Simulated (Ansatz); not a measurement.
Cost and result up the ladder for the cluster Ga₄P₄ (8 atoms). The state is a singlet with charge 0. Geometry: PBE0-D4/def2-SVP.

```xyz
8

Ga   -1.835    1.519   -0.875
Ga   -0.283   -2.601   -0.654
Ga    2.091   -0.791    0.903
Ga   -1.647    1.863    1.881
P     0.210    0.178   -1.162
P     1.633   -1.273   -1.670
P    -0.741   -0.355    0.924
P     0.573    1.460    0.653
```

Ansatz on 4 threads of Arm Neoverse V2 on a shared host. Times are rough, and most runs start from the orbitals of an earlier one. PBE0-D4/def2-TZVP serves as the yardstick here, not as an exact answer. Differences are given only for rows in sets of like size (and for xTB, whose basis is part of the method), since another set adds its own error. Binding counts from free atoms at the same level (Ga doublet, P quartet; other spins of the atoms weren't run), without zero-point energy or a counterpoise term.

Correlated methods freeze 56 core orbitals; core or outer-core shells of Ga are correlated, in sets that lack core-valence functions. The rows differ in basis, and correlated rows in double-zeta sets carry the largest basis error. The structure comes from a short search, and lower isomers may exist.

Correlated methods converge slowly with the basis, most of all in double-zeta sets.

```csv
level,functions,binding energy per atom (eV),difference from PBE0-D4/def2-TZVP (eV)
PBE0-D4/def2-TZVP,340,2.66,0.00
MP2/def2-SVP,200,2.23,–
PBE-D4/def2-TZVP (with forces),340,2.82,0.16
BLYP-D4/def2-TZVP,340,2.62,-0.04
r2SCAN-D4/def2-TZVP,340,2.64,-0.02
```

Task: Estimate how long each takes.

Result: MP2/def2-SVP 11 s; BLYP-D4/def2-TZVP 13 s; PBE-D4/def2-TZVP (with forces) 13 s; r2SCAN-D4/def2-TZVP 30 s; PBE0-D4/def2-TZVP 38 s. On shared hardware such times vary by a factor of up to 3.
